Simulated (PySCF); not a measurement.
C2H8FNOSi, SMILES C[Si@](CF)(O)N.

Geometry optimised at PBE-D3(BJ)/def2-SVP. The structure was generated by enumeration; whether it is a known compound was not checked. The values are those of a single conformer.

Method: PBE-D3(BJ)/def2-SVP run with PySCF 2.14.0.

Frequencies are harmonic and unscaled.

```json
[
 {"mode": "1", "ν (cm⁻¹)": "75", "IR (km/mol)": "5.6", "moving atoms (share of kinetic energy)": "F 40 %, H 21 %, C 21 %, N 14 %"},
 {"mode": "2", "ν (cm⁻¹)": "125", "IR (km/mol)": "6.4", "moving atoms (share of kinetic energy)": "H 37 %, F 32 %, C 14 %, O 8 %"},
 {"mode": "3", "ν (cm⁻¹)": "139", "IR (km/mol)": "2.0", "moving atoms (share of kinetic energy)": "H 80 %"},
 {"mode": "4", "ν (cm⁻¹)": "166", "IR (km/mol)": "2.9", "moving atoms (share of kinetic energy)": "H 38 %, C 22 %, O 20 %, N 18 %"},
 {"mode": "5", "ν (cm⁻¹)": "210", "IR (km/mol)": "32.9", "moving atoms (share of kinetic energy)": "H 55 %, N 16 %, O 11 %, C 8 %"},
 {"mode": "6", "ν (cm⁻¹)": "221", "IR (km/mol)": "6.6", "moving atoms (share of kinetic energy)": "H 70 %, C 14 %"},
 {"mode": "7", "ν (cm⁻¹)": "238", "IR (km/mol)": "9.5", "moving atoms (share of kinetic energy)": "H 48 %, C 17 %, Si 16 %, O 10 %, N 9 %"},
 {"mode": "8", "ν (cm⁻¹)": "270", "IR (km/mol)": "8.5", "moving atoms (share of kinetic energy)": "H 28 %, O 20 %, C 19 %, Si 18 %, N 12 %"},
 {"mode": "9", "ν (cm⁻¹)": "341", "IR (km/mol)": "44.2", "moving atoms (share of kinetic energy)": "H 33 %, F 24 %, O 17 %, Si 14 %, C 9 %"},
 {"mode": "10", "ν (cm⁻¹)": "361", "IR (km/mol)": "37.9", "moving atoms (share of kinetic energy)": "H 57 %, O 14 %, Si 12 %"},
 {"mode": "11", "ν (cm⁻¹)": "417", "IR (km/mol)": "190.7", "moving atoms (share of kinetic energy)": "H 67 %, N 24 %"},
 {"mode": "12", "ν (cm⁻¹)": "616", "IR (km/mol)": "2.8", "moving atoms (share of kinetic energy)": "C 58 %, H 23 %, N 10 %"},
 {"mode": "13", "ν (cm⁻¹)": "665", "IR (km/mol)": "2.1", "moving atoms (share of kinetic energy)": "H 70 %, C 25 %"},
 {"mode": "14", "ν (cm⁻¹)": "688", "IR (km/mol)": "10.0", "moving atoms (share of kinetic energy)": "H 52 %, C 28 %, Si 12 %"},
 {"mode": "15", "ν (cm⁻¹)": "745", "IR (km/mol)": "58.3", "moving atoms (share of kinetic energy)": "H 63 %, C 18 %, Si 10 %"},
 {"mode": "16", "ν (cm⁻¹)": "762", "IR (km/mol)": "4.8", "moving atoms (share of kinetic energy)": "H 49 %, C 20 %, N 17 %, O 9 %"},
 {"mode": "17", "ν (cm⁻¹)": "786", "IR (km/mol)": "110.7", "moving atoms (share of kinetic energy)": "H 54 %, O 27 %"},
 {"mode": "18", "ν (cm⁻¹)": "850", "IR (km/mol)": "121.0", "moving atoms (share of kinetic energy)": "H 52 %, Si 25 %, N 13 %"},
 {"mode": "19", "ν (cm⁻¹)": "888", "IR (km/mol)": "147.1", "moving atoms (share of kinetic energy)": "H 46 %, Si 32 %, N 10 %"},
 {"mode": "20", "ν (cm⁻¹)": "908", "IR (km/mol)": "114.3", "moving atoms (share of kinetic energy)": "Si 43 %, H 22 %, O 21 %, N 9 %"},
 {"mode": "21", "ν (cm⁻¹)": "1019", "IR (km/mol)": "78.0", "moving atoms (share of kinetic energy)": "C 51 %, F 40 %"},
 {"mode": "22", "ν (cm⁻¹)": "1184", "IR (km/mol)": "4.5", "moving atoms (share of kinetic energy)": "H 90 %"},
 {"mode": "23", "ν (cm⁻¹)": "1215", "IR (km/mol)": "43.4", "moving atoms (share of kinetic energy)": "H 76 %, C 23 %"},
 {"mode": "24", "ν (cm⁻¹)": "1255", "IR (km/mol)": "0.5", "moving atoms (share of kinetic energy)": "H 72 %, C 26 %"},
 {"mode": "25", "ν (cm⁻¹)": "1382", "IR (km/mol)": "3.5", "moving atoms (share of kinetic energy)": "H 96 %"},
 {"mode": "26", "ν (cm⁻¹)": "1386", "IR (km/mol)": "4.0", "moving atoms (share of kinetic energy)": "H 96 %"},
 {"mode": "27", "ν (cm⁻¹)": "1402", "IR (km/mol)": "4.6", "moving atoms (share of kinetic energy)": "H 94 %"},
 {"mode": "28", "ν (cm⁻¹)": "1495", "IR (km/mol)": "47.9", "moving atoms (share of kinetic energy)": "H 89 %, N 10 %"},
 {"mode": "29", "ν (cm⁻¹)": "2944", "IR (km/mol)": "26.0", "moving atoms (share of kinetic energy)": "H 95 %"},
 {"mode": "30", "ν (cm⁻¹)": "2976", "IR (km/mol)": "1.7", "moving atoms (share of kinetic energy)": "H 97 %"},
 {"mode": "31", "ν (cm⁻¹)": "3000", "IR (km/mol)": "26.0", "moving atoms (share of kinetic energy)": "H 90 %, C 10 %"},
 {"mode": "32", "ν (cm⁻¹)": "3076", "IR (km/mol)": "2.5", "moving atoms (share of kinetic energy)": "H 91 %, C 9 %"},
 {"mode": "33", "ν (cm⁻¹)": "3080", "IR (km/mol)": "4.6", "moving atoms (share of kinetic energy)": "H 91 %, C 9 %"},
 {"mode": "34", "ν (cm⁻¹)": "3488", "IR (km/mol)": "16.9", "moving atoms (share of kinetic energy)": "H 96 %"},
 {"mode": "35", "ν (cm⁻¹)": "3583", "IR (km/mol)": "18.4", "moving atoms (share of kinetic energy)": "H 91 %, N 9 %"},
 {"mode": "36", "ν (cm⁻¹)": "3754", "IR (km/mol)": "55.1", "moving atoms (share of kinetic energy)": "H 94 %"}
]
```
